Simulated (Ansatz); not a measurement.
C2H6InN, 10 atoms. Charge 0, multiplicity 1. Correlated methods include outer-core shells of In, which these sets cover unevenly. In: def2 effective core potential. The bonds changed during the relaxation, so this is another structure than the one it started from. All runs use 4 threads of an AMD EPYC 9R45 on a shared host. Correlated methods freeze the cores.

Question: Give the basis size and wall time and peak host memory of each of these runs in Ansatz. RKS ωB97M-V/def2-SVP energy; RKS PBE-D4/def2-TZVPP energy and forces; RKS PBE0-D4/def2-TZVP frequencies; RKS PBE0-D4/def2-TZVPP energy; RKS ωB97M-V/def2-QZVPP energy; RKS PBE0-D4/def2-QZVPP energy; RKS B2PLYP (frozen core)/def2-TZVPP energy; RHF-CCSD(T)/def2-SVP energy; RKS PBE0-D4/def2-TZVP relaxation (10 steps); RHF-CCSD(T)/def2-TZVPP energy; RKS PBE0-D4/def2-SVP energy; direct RPA on PBE orbitals/def2-TZVPP energy. (An estimate is asked.)

Answer: Ansatz gave: Other jobs shared the machine, so times are rough.

```json
{"level": "RKS PBE0-D4/def2-SVP", "job": "energy", "functions": "98", "wall time": "0.4 s", "peak host memory (GiB)": "0.43"}
{"level": "RKS PBE-D4/def2-TZVPP", "job": "energy and forces", "functions": "227", "wall time": "0.95 s", "peak host memory (GiB)": "0.29"}
{"level": "RKS PBE0-D4/def2-TZVPP", "job": "energy", "functions": "227", "wall time": "1 s", "peak host memory (GiB)": "0.52"}
{"level": "RKS ωB97M-V/def2-SVP", "job": "energy", "functions": "98", "wall time": "1.3 s", "peak host memory (GiB)": "0.43"}
{"level": "RKS B2PLYP (frozen core)/def2-TZVPP", "job": "energy", "functions": "227", "wall time": "2 s", "peak host memory (GiB)": "0.62"}
{"level": "RHF-CCSD(T)/def2-SVP", "job": "energy", "functions": "98", "wall time": "2.1 s", "peak host memory (GiB)": "0.48"}
{"level": "direct RPA on PBE orbitals/def2-TZVPP", "job": "energy", "functions": "227", "wall time": "2.4 s", "peak host memory (GiB)": "0.64"}
{"level": "RKS PBE0-D4/def2-QZVPP", "job": "energy", "functions": "433", "wall time": "2.5 s", "peak host memory (GiB)": "1.4"}
{"level": "RKS ωB97M-V/def2-QZVPP", "job": "energy", "functions": "433", "wall time": "5.5 s", "peak host memory (GiB)": "1.7"}
{"level": "RKS PBE0-D4/def2-TZVP", "job": "relaxation (10 steps)", "functions": "179", "wall time": "12 s", "peak host memory (GiB)": "0.46"}
{"level": "RHF-CCSD(T)/def2-TZVPP", "job": "energy", "functions": "227", "wall time": "35 s", "peak host memory (GiB)": "4.3"}
{"level": "RKS PBE0-D4/def2-TZVP", "job": "frequencies", "functions": "179", "wall time": "50 s", "peak host memory (GiB)": "0.47"}
```
